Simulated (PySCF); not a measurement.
**Charge on either side of a bond**

C7H13NOSi.
SMILES with atom numbers: `[CH3:1][CH:2]([CH3:3])[NH:4][SiH2:5][c:6]1[cH:7][cH:8][cH:9][o:10]1` (hydrogens: H11, H12, H13 on C1; H14 on C2; H15, H16, H17 on C3; H18 on N4; H19, H20 on Si5; H21 on C7; H22 on C8; H23 on C9)

Cartesian coordinates in Å at the GFN2-xTB level; atoms count from 1:
```
atom  x, y, z in Å
C1    -2.5373    0.6438   -0.6567
C2    -1.4861   -0.1930    0.0750
C3    -2.0947   -1.4896    0.6072
N4    -0.8835    0.5447    1.1654
Si5    0.5385    1.4949    1.0552
C6     1.7831    0.4499    0.1217
C7     2.5332    0.6746   -1.0012
C8     3.2968   -0.4924   -1.2262
C9     2.9602   -1.3481   -0.2222
O10    2.0544   -0.7907    0.5911
H11   -3.3453    0.9098    0.0230
H12   -2.0883    1.5589   -1.0355
H13   -2.9554    0.0864   -1.4909
H14   -0.6818   -0.4402   -0.6257
H15   -2.4841   -2.0908   -0.2104
H16   -1.3371   -2.0626    1.1354
H17   -2.9081   -1.2704    1.2966
H18   -1.5682    0.7837    1.8676
H19    0.4463    2.7656    0.3119
H20    0.9372    1.7392    2.4420
H21    2.5338    1.5688   -1.5910
H22    3.9944   -0.6727   -2.0187
H23    3.2874   -2.3428    0.0105
```

Atomic charges (e) from the PBE0/pcSseg-1 density (PySCF):

```csv
atom,Mulliken,IAO,Hirshfeld,ESP-fitted
C1,-0.2047,-0.4287,-0.1268,-0.5904
C2,-0.1697,+0.0201,+0.0265,+0.5004
C3,-0.2012,-0.4225,-0.1237,-0.5467
N4,-0.6347,-0.6762,-0.2375,-0.8100
Si5,+0.8177,+0.8889,+0.3546,+0.4578
C6,-0.0995,-0.1447,-0.0467,-0.0352
C7,-0.1288,-0.2036,-0.0835,-0.1323
C8,-0.1657,-0.2291,-0.0917,-0.3076
C9,+0.1637,+0.0110,+0.0121,-0.0232
O10,-0.3659,-0.2198,-0.0549,-0.1110
H11,+0.0930,+0.1311,+0.0353,+0.1532
H12,+0.1168,+0.1400,+0.0367,+0.1511
H13,+0.1060,+0.1367,+0.0399,+0.1348
H14,+0.1339,+0.1340,+0.0323,+0.0602
H15,+0.1056,+0.1368,+0.0404,+0.1400
H16,+0.1220,+0.1496,+0.0387,+0.1287
H17,+0.0937,+0.1300,+0.0364,+0.1394
H18,+0.1900,+0.2481,+0.1103,+0.3858
H19,-0.1360,-0.1710,-0.0929,-0.1130
H20,-0.1146,-0.1338,-0.0817,-0.0853
H21,+0.0850,+0.1651,+0.0560,+0.1488
H22,+0.0902,+0.1663,+0.0563,+0.1950
H23,+0.1032,+0.1719,+0.0638,+0.1594
```

Cut each of the bonds C1–C2, C2–N4, Si5–N4 and C6–Si5 in turn and sum the charges on the side of the atom named first.

In e; the other side holds the opposite charge:

```csv
bond cut,piece,atoms,Mulliken,IAO,Hirshfeld,ESP-fitted
C1–C2,CH3,4,+0.111,-0.021,-0.015,-0.151
C2–N4,C3H7,10,+0.195,+0.127,+0.036,+0.271
Si5–N4,C4H5OSi,11,+0.249,+0.301,+0.091,+0.153
C6–Si5,C4H3O,8,-0.318,-0.283,-0.089,-0.106
```

Extremes among these pieces. Mulliken: lowest C4H3O at C6, highest C4H5OSi at Si5; IAO: lowest C4H3O at C6, highest C4H5OSi at Si5; Hirshfeld: lowest C4H3O at C6, highest C4H5OSi at Si5; ESP-fitted: lowest CH3 at C1, highest C3H7 at C2.

Do the schemes agree better on the pieces than on the single atoms at the cuts?

The spread between schemes averages 0.234 e for the pieces and 0.444 e for the atoms named first; it is smaller for the piece at 3 of the 4 cuts. On average they agree better on the pieces. The sign differs between schemes (beyond ±0.03 e) for CH3 at C1.

Isolated species at its GFN2-xTB geometry (one conformer only).
